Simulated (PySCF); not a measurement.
H₂In, multiplicity 2. Atoms are numbered in the order given.

```xyz
3

In     0.0000     0.0000     0.0348
H      0.0000     1.5358    -0.8514
H      0.0000    -1.5358    -0.8514
```
Charge 0, spin multiplicity 2.

Geometry optimised at B3LYP-D3(BJ)/def2-TZVPD. The def2 effective core potentials stand for the cores of In; spin–orbit coupling is left out.

Calculation: PySCF with ωB97X/def2-TZVPD.

Mulliken values depend strongly on the basis, most of all with diffuse functions as here. ESP charges are fitted to the potential on shells at 1.4 to 2.0 van der Waals radii. Atomic charges (e):

```
atom  ESP fit  Mulliken  Mulliken spin
----  -------  --------  -------------
In1         …      0.43           0.73
H2          …     -0.21           0.13
H3          …     -0.21           0.13
```

Problem. Some entries are withheld; supply them. (The exact figures need the calculation; the answer reports its results.)

Solution. 
- In1, ESP fit: 0.24
- H2, ESP fit: -0.12
- H3, ESP fit: -0.12
